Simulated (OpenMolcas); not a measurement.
Mo4+ (d2) among equal point charges was computed by CASSCF with the d shell active (OpenMolcas, ANO-RCC-VTZP on the metal). Its lowest spin-free states, and all those of the highest spin:

```csv
2S+1,Degeneracy,E (cm-1)
3,1,0.0
3,2,1022
3,1,3802
3,2,5157
3,1,9575
1,1,11831
1,1,12451
1,2,13807
1,1,14865
3,2,15820
1,2,18872
1,1,19148
3,1,20282
```

Q: Is the site octahedral, tetrahedral or cube-like, axial, or of lower symmetry?

A: The states with 2S+1 = 3 have orbital degeneracies 1, 2, 1, 2, 1, 2, 1. There are pairs but no triples, so the site is axial: not cubic, but with a proper or improper axis of order three or more. The run had Mo4+ among 6 point charges of -0.65 e arranged as a tetragonal octahedron (D4h), 1.82 Å from the ion, with the axial distance 2.148 Å.

Without dynamic correlation the repulsion within the d shell is too large (B by tens of per cent), so at a given field states of lower spin stand too high. Point charges carry no covalency, so the field is a model and not that of real ligands. No measured value stands beside these numbers.
